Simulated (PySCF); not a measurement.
Computed shifts of a molecule C₄H₁₃NSi, PySCF with PBE0/pcSseg-1, GIAO, gas phase, atoms alike by connectivity averaged where their shifts nearly agree, in ppm (number of nuclei): ¹³C: 52.5 (1), 47.9 (1), 47.8 (1), -6.6 (1). ²⁹Si: -38.4 (1). ¹⁵N: 33.7 (1). ¹H: 4.47 (2), 2.36 (6), 2.18 (1), 1.83 (1), 0.39 (3). References: ¹³C against TMS (σ = 186.3 ppm); ²⁹Si against TMS (σ = 352.7 ppm); ¹⁵N against NH3 (σ = 267.4 ppm); ¹H against TMS (σ = 31.56 ppm), references at their B3LYP-D3(BJ)/def2-TZVP geometries, non-relativistic. Coordinates come from a PBE0-D3(BJ)/def2-SVP optimisation. Other conformers were not sampled.

**Question.** Identify the compound among the candidates.
(A) C[SiH2]CN(C)C
(B) CCCN[SiH2]C
(C) CC[C@H]([SiH3])NC
(D) CC[C@H](C)[SiH2]N

**Answer.** A, C[SiH2]CN(C)C
